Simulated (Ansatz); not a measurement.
`Cl[SiH2][SiH2][GeH3]` + `[NH2][GaH2]` → `[GaH2][NH][SiH2][SiH2][GeH3]` + HCl  (ligand exchange at the Si–Cl bond)

Program: Ansatz. Geometries: PBE0-D4/def2-TZVP. ΔE: electronic, gas phase. CCSD(T)/CBS is the MP2 limit (def2-TZVPP, def2-QZVPP) plus CCSD(T) − MP2 in def2-TZVPP, frozen cores. This one scheme is used for every species. DFT in def2-TZVPP. For Ga, Ge outer-core shells are correlated without core-valence functions, which leaves a few kJ/mol of doubt a bond. Scalar relativity is left out up to krypton. Each species was taken in one conformer, which may not be the lowest.

```
          level  ΔE (eV)
         B2PLYP     0.49
 MP2/def2-TZVPP     0.35
CCSD/def2-TZVPP     0.36
 CCSD/CBS(def2)     0.42
```

(1) What does CCSD(T)/CBS give? (An estimate is asked.)

Largest T1 diagnostic among the species: 0.014.

## Answers

(1) The calculation gave: +0.38 eV. The listed levels differ from it by 0.11, -0.03, -0.02, 0.04 eV.

The D4 term adds −0.20 eV with B3LYP and −0.11 eV with PBE0; it sums over pairs of atoms, weighted by their polarisabilities, and B3LYP, whose exchange is more repulsive, gets the larger term. In def2-TZVPP, CCSD(T) changes the Hartree–Fock value by −0.32 eV (the triples alone add −0.04 eV) and MP2 by −0.29 eV.

B3LYP here is the variant with VWN-RPA as its local correlation; programs differ in this.
